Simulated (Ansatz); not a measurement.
System: C2H2F, charge 0, doublet. C2H2F (SMILES F/C=[C]\[H], doublet).
B3LYP-D3(BJ)/def2-TZVP minimum from Ansatz (an electronic-structure program):
```xyz
5

F      1.1062     0.0885    -0.0368
C     -0.2230     0.3470    -0.1841
C     -1.1505    -0.4619     0.2325
H     -0.3914     1.2935    -0.6825
H     -1.3230    -1.4006     0.7238
```
Charge 0, spin multiplicity 2.

Property: atomisation energy (electronic, to ground-state atoms), in kJ/mol. Open shells are spin-unrestricted; no spin-orbit coupling. CBS(X,Y): correlation extrapolated as X^-3, Hartree-Fock from the larger set (Q,5: extrapolated as (X+1)exp(-9√X)). A bracket is a step between two methods taken in the basis named. Functionals run without relativity, which enters their misses. Double hybrids freeze cores in their MP2 part. 'core' is core correlation in cc-pwCVTZ, 'X2C' scalar relativity in cc-pVTZ-DK, both at CCSD(T). Where a partner has so few electrons that a lower coupled-cluster level is exact, that level stands in. The UHF reference of C2H2F ([H]/[C]=C\F, doublet) is spin-contaminated (<S^2> up to 0.18 over the pure value in the sets run).

CCSD(T)/CBS(cc-pVQZ,cc-pV5Z) + [CCSDT(Q) - CCSD(T)]/cc-pVDZ + core + X2C (Ansatz) gives 1889.0 kJ/mol.

### Question
What does PBE/def2-TZVPD (Ansatz) give here, and how do the other levels compare?

### Answer
PBE gives 1972.7 kJ/mol, 83.7 kJ/mol above it. Differences of the others: r2SCAN/def2-TZVPD (Ansatz) 24.3; B3LYP/def2-TZVPD (Ansatz) -0.6; PBE0/def2-TZVPD (Ansatz) 20.4; wB97M-V/def2-TZVPD (Ansatz) 0.3; B2PLYP/def2-TZVPD (Ansatz) -17.6; CCSD(T)/CBS(cc-pVQZ,cc-pV5Z) + core + X2C (Ansatz) -4.1 kJ/mol. Nearer than PBE: r2SCAN/def2-TZVPD, B3LYP/def2-TZVPD, PBE0/def2-TZVPD, wB97M-V/def2-TZVPD, B2PLYP/def2-TZVPD, CCSD(T)/CBS(cc-pVQZ,cc-pV5Z) + core + X2C.
